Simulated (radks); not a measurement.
Q: Successive ionisation energies (eV) of one element, from differences of total energies of ions in their ground configurations, starting at charge 0: 6.238, 11.666, 25.580, 44.586, 77.009, 92.321, 118.83. Calculated with a radial shooting solver on a logarithmic mesh with Libxc functionals: Dirac Kohn-Sham, PBE, spin-unpolarised, spherical densities, finite nucleus; open shells are shared between the two j in proportion to 2j + 1; Fermi nuclear charge, rms radius 5.2218 fm. Which element is it?

A: Dysprosium (Z = 66). The first species listed is Dy in [Xe] 4f10 6s2, the last Dy6+ in [Kr] 4d10 4f8 5s2 5p4.
